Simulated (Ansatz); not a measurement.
CH$_{7}$NOSi$_{2}$ at its PBE0-D4/def2-TZVP geometry, where that method's forces vanish. Total charge 0; spin multiplicity 1. The bonds changed during the relaxation, so this is another structure than the one it started from.

```xyz
12

C    -0.4634   -1.0752    0.1293
N     0.0007    0.2990   -0.0321
Si    1.6022    0.4770   -0.6932
Si   -0.8767    1.7341    0.4096
O    -2.2591    1.1496    1.1049
H    -0.0296   -1.7322   -0.6312
H    -0.1981   -1.4856    1.1093
H    -1.5488   -1.1453    0.0079
H     2.6110   -0.1781    0.1844
H     1.6743   -0.1797   -2.0272
H     1.8922    1.9265   -0.8061
H    -2.4046    0.2099    1.2443
```

Question: What forces (eV/Å) does PBE-D4/def2-TZVPP give on these atoms in Ansatz 0.2.0? (Best estimate.)

Answer: Computed: 
```
C1  -0.002 -0.096  0.014
N2   0.034 -0.074 -0.030
Si3  0.194  0.032 -0.079
Si4  0.225  0.545 -0.114
O5  -0.400  0.328  0.169
H6   0.082 -0.146 -0.151
H7   0.050 -0.098  0.194
H8  -0.245 -0.015 -0.012
H9   0.112 -0.066  0.090
H10  0.012 -0.070 -0.142
H11  0.028  0.154 -0.009
H12 -0.088 -0.494  0.070
```
